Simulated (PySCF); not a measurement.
**Static response to an electric field**

Species: C₄H₁₄Ge₂.
Cartesian coordinates in Å at the PBE0-D3(BJ)/def2-SVP level; atoms count from 1:
```
atom  x, y, z in Å
C1    -0.4725   -0.5773    1.2842
C2    -0.7990   -0.3841   -0.1958
C3    -1.8895   -1.3643   -0.6269
C4    -1.2508    1.0522   -0.4551
Ge5    0.8324   -0.7538   -1.2734
Ge6    2.6583    0.7169   -0.6539
H7    -1.3715   -0.3964    1.9004
H8     0.3070    0.1205    1.6300
H9    -0.1262   -1.6008    1.4993
H10   -2.1390   -1.2576   -1.6947
H11   -2.8155   -1.1821   -0.0519
H12   -1.5938   -2.4109   -0.4523
H13   -1.4846    1.2242   -1.5179
H14   -2.1646    1.2750    0.1244
H15   -0.4861    1.7869   -0.1564
H16    1.2652   -2.2228   -1.0628
H17    0.5087   -0.5653   -2.7732
H18    2.2480    2.1955   -0.8051
H19    3.0705    0.4919    0.8147
H20    3.8973    0.4746   -1.5372
```

Level: wB97X-D/def2-SVPD (PySCF), static field, nuclei fixed, core orbitals frozen in the response. The polarisability tensor in these axes (au):

```
x   133.03   9.79  -3.52
y     9.79 110.61   2.55
z    -3.52   2.55 107.59
```

Diagonalise the tensor; give its mean and Δα, where Δα² is half the sum of the squared differences of the eigenvalues.

Principal values 103.55, 110.79 and 136.90 au; mean 117.08 au = 17.35 Å³ = 19.30 × 10⁻⁴⁰ C²·m²/J; Δα = 30.39 au (26 % of the mean).

What is the dipole moment, and where does it point?

(-0.90, -0.06, 0.35) D, 0.97 D in size, pointing from the negative to the positive side. Measured along this direction, the outermost atoms are H20 at the negative end and H11 at the positive end.

What depolarisation ratio follows for Rayleigh scattering of linearly polarised light, taking the static tensor?

ρ = 3Δα²/(45ᾱ² + 4Δα²) = 2770.5/(616834 + 3694.0) = 0.00446.

Traceless (Buckingham) quadrupole moment about the centre of nuclear charge: eigenvalues?

-1.40, 0.43, 0.97 D·Å. The values depend on the origin, since the dipole doesn't vanish. The electronic extent ⟨r²⟩ about the same centre is 1635 bohr², a root-mean-square distance of 2.12 Å for the 102 electrons.

Along which axes do the principal values lie, and how far do the nuclei extend along each?

Largest value along (0.94, 0.34, -0.08), where the nuclei span 6.97 Å; middle along (-0.18, 0.66, 0.73), 3.84 Å; least along (0.30, -0.66, 0.68), 4.35 Å. The strongest response lies along the longest span, while the other two are in reverse order.

Isolated species at its PBE0-D3(BJ)/def2-SVP geometry, gas phase. The calculation is non-relativistic, for germanium too.
